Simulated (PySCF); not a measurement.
## Structure from 2D NMR

Compound of formula C₇H₁₂O₂Si. Correlations simulated from computed shifts and the bond graph:

HSQC (one-bond C–H):
| δH | δC |
| --- | --- |
| 6.66 | 124.7 |
| 6.18 | 108.5 |
| 5.13 | 78.7 |
| 0.31 | 0.5 |

COSY cross peaks (H two or three bonds apart, from the bond graph; peaks can be absent where the dihedral angle is near 90°):
| δH | δH |
| --- | --- |
| 6.66 | 6.18 |
| 6.18 | 5.13 |

HMBC (two and three bonds, from the bond graph):
| δH | δC |
| --- | --- |
| 6.66 | 154.5, 108.5, 78.7 |
| 6.18 | 154.5, 124.7, 78.7 |
| 5.13 | 154.5, 124.7, 108.5 |
| 0.31 | 0.5 |

Carbons without hydrogens: δ 154.5.

PySCF 2.14.0 with density-fitted response routines calculation with PBE0-D3(BJ)/def2-SVP geometry and shieldings: GIAO KT2/pcSseg-1; no solvent, a single conformation, fast rotation and ring inversion assumed for equivalent nuclei, relativity neglected.

References, each an isolated molecule treated in the same way: ¹H and ¹³C against TMS.

Exchangeable hydrogens are left out of these lists.

**Question.** Work out the connectivity.

**Answer.** 2-(trimethylsilyloxy)furan (C[Si](C)(C)Oc1ccco1).

Mapped SMILES: `[CH3:1][Si:2]([CH3:3])([CH3:4])[O:5][c:6]1[cH:7][cH:8][cH:9][o:10]1`; H(Xn) means a hydrogen on atom n.

δC 154.5 is C6, an aromatic carbon bearing oxygen. δC 124.7 is C9, an aromatic CH next to the ring oxygen (δH 6.66). δC 108.5 is C8, an aromatic CH (δH 6.18). δC 78.7 is C7, an aromatic CH (δH 5.13). δC 0.5 is C1/C3/C4, a methyl carbon bonded to Si (δH 0.31). HMBC from δH 6.66 reaches the proton-free carbon C6. HMBC from δH 6.18 reaches the proton-free carbon C6. HMBC from δH 5.13 reaches the proton-free carbon C6. COSY links 6.66–6.18, 6.18–5.13.

The shifts were computed for this structure.

Shifts are as computed. Against solution values, carbons near 30 ppm lie about +2 ppm off and those near 130 ppm about -5 ppm. Of 1211 compounds with measured shifts, 218 miss one by over three times the rms of a fit or turn the order of signals round; such compounds aren't used in these exercises.
